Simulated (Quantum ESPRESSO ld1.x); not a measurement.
He+, configuration 2p1 (not the ground configuration). Calculated with ld1.x of Quantum ESPRESSO 7.5: Dirac Kohn-Sham, BLYP, spin-unpolarised, spherical densities, point nucleus; open shells fill j = l - 1/2 first.

Unscreened Slater integrals over Kohn-Sham orbitals (cm^-1). Large and small components are both included. Empty in this configuration: 1s1/2, 2p3/2, 3p1/2, 3p3/2.

\begin{tabular}{lr}
integral & value \\ \hline
F0(3p3/2,3p3/2) & 27428 \\
F2(3p3/2,3p3/2) & 13853 \\
F0(3p3/2,3p1/2) & 27429 \\
G2(3p3/2,3p1/2) & 13853 \\
F0(3p3/2,2p3/2) & 36275 \\
F2(3p3/2,2p3/2) & 9117.0 \\
G0(3p3/2,2p3/2) & 3489.8 \\
G2(3p3/2,2p3/2) & 3904.3 \\
F0(3p3/2,2p1/2) & 36276 \\
G2(3p3/2,2p1/2) & 3904.2 \\
F0(3p3/2,1s1/2) & 41249 \\
G1(3p3/2,1s1/2) & 4356.8 \\
F0(3p1/2,3p1/2) & 27430 \\
F0(3p1/2,2p3/2) & 36277 \\
G2(3p1/2,2p3/2) & 3904.3 \\
F0(3p1/2,2p1/2) & 36277 \\
G0(3p1/2,2p1/2) & 3490.1 \\
F0(3p1/2,1s1/2) & 41252 \\
G1(3p1/2,1s1/2) & 4356.9 \\
F0(2p3/2,2p3/2) & 77160 \\
F2(2p3/2,2p3/2) & 37151 \\
F0(2p3/2,2p1/2) & 77163 \\
G2(2p3/2,2p1/2) & 37151 \\
F0(2p3/2,1s1/2) & 103580 \\
G1(2p3/2,1s1/2) & 21209 \\
F0(2p1/2,2p1/2) & 77165 \\
F0(2p1/2,1s1/2) & 103590 \\
G1(2p1/2,1s1/2) & 21211 \\
F0(1s1/2,1s1/2) & 273220 \\
\end{tabular}
